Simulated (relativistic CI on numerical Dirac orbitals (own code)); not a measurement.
# Energy levels of Rh III

Computed by Dirac-Coulomb-Breit CI, orbitals from a KLI potential per configuration, model QED (radiative potential, 1s self-energy scaled to tabulated hydrogen-like ionisation energies), valence Slater integrals scaled by 0.85, P86 correlation estimate, and configurations built on the next ion tied to the tabulated ionisation energy (semi-empirical) (own radial code, finite nucleus).

Configurations in the expansion (outside the closed core [Kr]): 4d7, 4d6.5s, 4d6.5p, 4d6.5d, 4d6.6s, 4d6.4f, 4d6.5f, 4d5.5s2, 4d6.6p, 4d5.5s.5p, 4d5.4f2, 4d6.6d, 4d6.5g, 4d6.6f, 4d6.6g, 4d5.5p2, 4d5.5s.6s, 4d5.4f.5s. Levels of other configurations are missing.

The lowest level is 4d7 4F_9/2, with 97 % of that term; Hund's rules for 4d7 give 4F with J = 9/2, in agreement.

| No. | Configuration | Term | J | E (cm⁻¹) | % | Landé g | jj configuration (%) |
| --- | --- | --- | --- | --- | --- | --- | --- |
| 1 | 4d7 | 4F | 9/2 | 0.0 | 97 | 1.329 | 4d5/2^3 (61) |
| 2 | 4d7 | 4F | 7/2 | 1990.9 | 99 | 1.236 | 4d3/2^3 4d5/2^4 (85) |
| 3 | 4d7 | 4F | 5/2 | 3260.4 | 98 | 1.030 | 4d3/2^2 4d5/2^5 (64) |
| 4 | 4d7 | 4F | 3/2 | 4063.8 | 97 | 0.409 | 4d3/2^3 4d5/2^4 (36) |
| 5 | 4d7 | 4P | 5/2 | 11992.7 | 96 | 1.592 | 4d3/2^3 4d5/2^4 (57) |
| 6 | 4d7 | 4P | 3/2 | 12048.9 | 79 | 1.651 | 4d5/2^3 (50) |
| 7 | 4d7 | 2G | 9/2 | 13203.4 | 87 | 1.095 | 4d3/2^3 4d5/2^4 (46) |
| 8 | 4d7 | 4P | 1/2 | 13350.7 | 91 | 2.526 | 4d3/2^3 4d5/2^4 (72) |
| 9 | 4d7 | 2G | 7/2 | 15157.8 | 98 | 0.892 | 4d3/2^3 4d5/2^4 (53) |
| 10 | 4d7 | 2P | 3/2 | 17034.1 | 52 | 1.230 | 4d3/2^2 4d5/2^5 (47) |
| 11 | 4d7 | 2H | 11/2 | 17639.8 | 99 | 1.091 | 4d3/2^3 4d5/2^4 (99) |
| 12 | 4d7 | 2D | 5/2 | 18748.7 | 96 | 1.205 | 4d3/2^3 4d5/2^4 (45) |
| 13 | 4d7 | 2P | 1/2 | 19251.2 | 92 | 0.810 | 4d3/2^2 4d5/2^5 (72) |
| 14 | 4d7 | 2H | 9/2 | 19612.3 | 89 | 0.930 | 4d3/2^2 4d5/2^5 (80) |
| 15 | 4d7 | 2D | 3/2 | 22206.8 | 66 | 0.975 | 4d3/2 4d5/2^6 (65) |
| 16 | 4d7 | 2F | 5/2 | 28349.8 | 97 | 0.862 | 4d3/2^3 4d5/2^4 (62) |
| 17 | 4d7 | 2F | 7/2 | 29339.5 | 98 | 1.141 | 4d3/2^3 4d5/2^4 (61) |
| 18 | 4d7 | 2D | 3/2 | 44223.0 | 98 | 0.800 | 4d3/2^3 4d5/2^4 (84) |
| 19 | 4d7 | 2D | 5/2 | 45276.1 | 97 | 1.197 | 4d3/2^2 4d5/2^5 (69) |
| 20 | 4d6(5D).5s | 6D | 9/2 | 49210.2 | 98 | 1.553 | 4d3/2^3 4d5/2^3 5s (48) |
| 21 | 4d6(5D).5s | 6D | 7/2 | 50516.6 | 99 | 1.585 | 4d3/2^3 4d5/2^3 5s (55) |
| 22 | 4d6(5D).5s | 6D | 5/2 | 51368.6 | 98 | 1.655 | 4d3/2^2 4d5/2^4 5s (56) |
| 23 | 4d6(5D).5s | 6D | 3/2 | 51942.6 | 98 | 1.864 | 4d3/2^3 4d5/2^3 5s (38) |
| 24 | 4d6(5D).5s | 6D | 1/2 | 52277.4 | 98 | 3.323 | 4d3/2^2 4d5/2^4 5s (48) |
| 25 | 4d6(5D).5s | 4D | 7/2 | 61434.3 | 96 | 1.422 | 4d3/2^3 4d5/2^3 5s (46) |
| 26 | 4d6(5D).5s | 4D | 5/2 | 62868.4 | 95 | 1.371 | 4d3/2^3 4d5/2^3 5s (51) |
| 27 | 4d6(5D).5s | 4D | 3/2 | 63736.5 | 96 | 1.200 | 4d3/2^2 4d5/2^4 5s (46) |
| 28 | 4d6(5D).5s | 4D | 1/2 | 64236.4 | 96 | 0.020 | 4d3/2^2 4d5/2^4 5s (36) |
| 29 | 4d6(3H).5s | 4H | 13/2 | 68179.2 | 98 | 1.228 | 4d3/2^3 4d5/2^3 5s (73) |
| 30 | 4d6(3H).5s | 4H | 11/2 | 68440.2 | 87 | 1.148 | 4d3/2^3 4d5/2^3 5s (75) |
| 31 | 4d6(3H).5s | 4H | 9/2 | 68468.8 | 66 | 1.056 | 4d3/2^3 4d5/2^3 5s (48) |
| 32 | 4d6(3H).5s | 4H | 7/2 | 68855.9 | 76 | 0.755 | 4d3/2^3 4d5/2^3 5s (44) |
| 33 | 4d6(3P).5s | 4P | 5/2 | 69306.4 | 93 | 1.587 | 4d5/2^2 5s (38) |
| 34 | 4d6(3F).5s | 4F | 9/2 | 70387.6 | 63 | 1.222 | 4d3/2^2 4d5/2^4 5s (61) |
| 35 | 4d6(3F).5s | 4F | 7/2 | 70967.3 | 69 | 1.118 | 4d3/2^2 4d5/2^4 5s (53) |
| 36 | 4d6(3F).5s | 4F | 5/2 | 71265.7 | 80 | 0.954 | 4d3/2^3 4d5/2^3 5s (57) |
| 37 | 4d6(3F).5s | 4F | 3/2 | 71747.8 | 95 | 0.434 | 4d3/2^2 4d5/2^4 5s (41) |
| 38 | 4d6(3P).5s | 4P | 3/2 | 72187.1 | 82 | 1.646 | 4d3/2^3 4d5/2^3 5s (33) |
| 39 | 4d6(3G).5s | 4G | 11/2 | 72335.2 | 82 | 1.243 | 4d3/2^3 4d5/2^3 5s (54) |
| 40 | 4d6(3G).5s | 4G | 9/2 | 73798.3 | 76 | 1.182 | 4d3/2^2 4d5/2^4 5s (46) |
| 41 | 4d6(3P).5s | 4P | 1/2 | 74006.9 | 88 | 2.561 | 4d3/2^3 4d5/2^3 5s (42) |
| 42 | 4d6(3G).5s | 4G | 5/2 | 74071.2 | 78 | 0.665 | 4d3/2^2 4d5/2^4 5s (56) |
| 43 | 4d6(3G).5s | 4G | 7/2 | 74248.3 | 72 | 1.027 | 4d3/2^2 4d5/2^4 5s (53) |
| 44 | 4d6(3H).5s | 2H | 11/2 | 75891.0 | 81 | 1.086 | 4d3/2^3 4d5/2^3 5s (57) |
| 45 | 4d6(3H).5s | 2H | 9/2 | 76026.4 | 78 | 0.959 | 4d3/2^3 4d5/2^3 5s (59) |

Energies count from the lowest computed level. Percentages are summed over parent terms; the parents shown are those of the largest component, closed shells are left out there. Filled j subshells are mostly left out of the jj labels.

The mean weight of the leading LS term, summed over parents, in these 45 levels is 88 %, and that of the leading jj configuration (from the same eigenvectors) 56 %, so LS coupling describes them better.

Configurations that consist of the next ion and one excited electron were tied to the tabulated ionisation energy; Rydberg ones are usually within 1,000 to 3,000 cm⁻¹ and the lowest ones within about 6,000 (9,000 in d shells), while levels on excited terms of the next ion carry the error of that term, and the other configurations can be misplaced by 10,000 cm⁻¹ or more. Rates follow the energies as ν³ (E1, M1) or ν⁵ (E2), so rates, branching and lifetimes can be off by large factors. The fine structure of a lone outer electron comes out too small, for d and f at times inverted, and misplaced configurations move strength between like terms. 9 of the 9 excited levels that our extract of the measured tables holds in this range could be paired (the sources list more); they are missed by 3010 cm⁻¹ on average and 6188 at most, and levels without a partner can miss by more. Some levels of the ground configuration have no partner and can miss by 10 % or more.

Landé's interval rule says that E(J) − E(J−1) = AJ with one A. For the ground term the intervals give A = -321.4, -362.7, -442.4 cm⁻¹ for J = 5/2, 7/2, 9/2; the multiplet is inverted.
